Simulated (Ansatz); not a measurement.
Input file for Ansatz (a first-principles code): SC-NEVPT2 on SA-CASSCF(10,8)/cc-pVQZ on N2 (SMILES N#N), 2S+1 = 3, a spin state set in the input, which need not be the lowest.

Ansatz 0.2 input:
```yaml
crystal:
  periodic: [false, false, false]
  atoms:
    - {symbol: N, position_ang: [-0.00000000, -0.00000000, -0.63622826]}
    - {symbol: N, position_ang: [0.00000000, 0.00000000, 0.63622826]}
basis:
  gaussian:
    orbitals: cc-pVQZ
magnetization: {spin_polarized: false, initial_magnetization: 2}
correlation: {method: sc_nevpt2, electrons: outside_noble_gas, active_space: {window: {electrons: 10, orbitals: 8}, states: [{multiplicity: 1, weights: [1]}, {multiplicity: 3, weights: [1]}]}}
output: {orbitals: {seedname: ./end}}
```

The log:

```
WARN ansatz: RAYON_NUM_THREADS=2 ignored (pool sized by the plan → 2); use --threads N
Functional definition: HF
integrals: 0.09 GiB planned
1371 factors; integrals over basis functions are off by at most 1.5e-7 eV
mean field: 0.26 GiB planned
mean field evaluation 1: about -2957.3392 eV, gradient 8.6e0 eV
mean field evaluation 2: about -2957.3401 eV, gradient 8.6e0 eV
mean field evaluation 4: about -2957.6831 eV, gradient 8.5e-1 eV
mean field evaluation 8: about -2957.6859 eV, gradient 2.7e-4 eV
mean field evaluation 16: about -2959.9569 eV, gradient 4.7e0 eV
mean field evaluation 32: about -2960.0709 eV, gradient 2.9e-1 eV
mean field evaluation 64: about -2958.9297 eV, gradient 2.5e-3 eV
mean field -2960.07268943 eV, -108.7806649272 hartree, gradient 1.9e-6 eV, S^2 2.000000; 9 other end points of the search recorded, 0 dependent functions left out
reference -2960.07268943 eV, -108.7806649272 hartree; 8, 6 occupied and 102, 104 virtual orbitals, 1371 factors
configuration interaction: 0.31 GiB planned
configuration interaction: 0.01 GiB planned
state -2968.36857954 eV, -109.0855332658 hartree
state -2968.36857954 eV, -109.0855332658 hartree; corrected -2974.59408404 eV, -109.3143163363 hartree
configuration interaction: 0.01 GiB planned
state -2963.31409550 eV, -108.8997844033 hartree
state -2963.31409550 eV, -108.8997844033 hartree; corrected -2969.74630226 eV, -109.1361636416 hartree
Total energy: -2972.17019315 eV, -109.2252399890 hartree
```

Self-consistency was reached. The last total energy is the mean of the averaged states.

Cost: very roughly 19 core-seconds.
